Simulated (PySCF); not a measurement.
Write Cartesian coordinates for `[SiH3][Hg][SiH3]` (Hg(SiH3)2) as optimised with PBE0-D3(BJ)/def2-SVP. (Singlet state.)

```
atom  x, y, z in Å
Hg1    0.0033   -0.0007   -0.0001
Si2    0.0003   -0.0192    2.5084
H3     0.9098   -1.0841    3.0405
H4    -1.3752   -0.2809    3.0418
H5     0.4630    1.2962    3.0564
Si6    0.0009    0.0189   -2.5085
H7     1.3457    0.4015   -3.0465
H8    -1.0012    0.9999   -3.0359
H9    -0.3466   -1.3317   -3.0561
```

Any rigid rotation of these coordinates is as good. Atoms count from 1 in this order. Si2 (silicon bonded to Hg and 3 H) is tetrahedral (angles from 107.9° to 111.1°). Hg1 (mercury bonded to 2 Si) is linear (angle 179.9°).

Bonds between heavy atoms (Å): Hg1–Si2 2.509, Hg1–Si6 2.509.

Level of theory: PySCF 2.14.0, PBE0-D3(BJ)/def2-SVP geometry optimisation, gas phase, def2 core potentials past Kr.

Point group: near D3d, missed by 0.13 Å at most; the miss may be what the optimiser left on a soft mode (D3 holds within 0.08 Å). No frequency check.
